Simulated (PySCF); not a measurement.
NICS in one family of compounds.

NICS is the negative of the GIAO shielding at a point without a nucleus: at the ring centre (0) and 1 Å above and below it (1); zz is the component along the ring normal. Level: GIAO PBE0/pcSseg-1 (PySCF, non-relativistic, gas phase) on the GFN2-xTB geometries, one conformer each. Atom numbers follow the mapped SMILES.

Problem. Order these rings by mean NICS(1)zz, lowest (most negative) first (ppm).
A. ring C3–C4–N5–C6–N7–N8 in `[CH3:1][S:2][c:3]1[cH:4][n:5][cH:6][n:7][n:8]1`
B. ring C3–C4–N5–C6–N9–N10 in `[CH3:1][S:2][c:3]1[cH:4][n:5][c:6]([CH:7]=[O:8])[n:9][n:10]1`
C. ring C3–N4–C5–C6–N9–N10 in `[CH:1]#[C:2][c:3]1[n:4][cH:5][c:6]([S:7][CH3:8])[n:9][n:10]1`
D. ring C5–C6–N7–C8–N9–N10 in `[F:1][C:2]([F:3])([F:4])[c:5]1[cH:6][n:7][cH:8][n:9][n:10]1`
E. ring C5–C6–N7–C8–N9–N10 in `[CH3:1][Si:2]([CH3:3])([CH3:4])[c:5]1[cH:6][n:7][cH:8][n:9][n:10]1`
F. ring C1–N2–C3–C4–N8–N9 in `[cH:1]1[n:2][cH:3][c:4]([CH:5]2[CH2:6][CH2:7]2)[n:8][n:9]1`

Solution. D (-27.8), E (-26.7), F (-25.7), A (-23.3), B (-22.3), C (-21.1).

```json
{"SMILES": "FC(F)(F)c1cncnn1", "ring": "6-membered ring with 3 N; formal bonds all aromatic", "NICS(0)": "-4.5", "NICS(1)": "-11.4", "NICS(1)zz": "-27.8", "HOMA": "0.98", "rms pucker (Å)": "0.00", "ring atoms with four or more neighbours": "0"}
{"SMILES": "C[Si](C)(C)c1cncnn1", "ring": "6-membered ring with 3 N; formal bonds all aromatic", "NICS(0)": "-3.1", "NICS(1)": "-11.0", "NICS(1)zz": "-26.7", "HOMA": "0.98", "rms pucker (Å)": "0.01", "ring atoms with four or more neighbours": "0"}
{"SMILES": "c1ncc(C2CC2)nn1", "ring": "6-membered ring with 3 N; formal bonds all aromatic", "NICS(0)": "-3.5", "NICS(1)": "-10.7", "NICS(1)zz": "-25.7", "HOMA": "0.97", "rms pucker (Å)": "0.00", "ring atoms with four or more neighbours": "0"}
{"SMILES": "CSc1cncnn1", "ring": "6-membered ring with 3 N; formal bonds all aromatic", "NICS(0)": "-2.6", "NICS(1)": "-9.7", "NICS(1)zz": "-23.3", "HOMA": "0.96", "rms pucker (Å)": "0.00", "ring atoms with four or more neighbours": "0"}
{"SMILES": "CSc1cnc(C=O)nn1", "ring": "6-membered ring with 3 N; formal bonds all aromatic", "NICS(0)": "-2.5", "NICS(1)": "-9.8", "NICS(1)zz": "-22.3", "HOMA": "0.95", "rms pucker (Å)": "0.00", "ring atoms with four or more neighbours": "0"}
{"SMILES": "C#Cc1ncc(SC)nn1", "ring": "6-membered ring with 3 N; formal bonds all aromatic", "NICS(0)": "-2.3", "NICS(1)": "-9.4", "NICS(1)zz": "-21.1", "HOMA": "0.95", "rms pucker (Å)": "0.00", "ring atoms with four or more neighbours": "0"}
```

NICS(0) gives another order. The isotropic NICS(1) gives another order. HOMA uses Krygowski's 1993 parameters. NICS(1) and NICS(1)zz are means over the two faces.
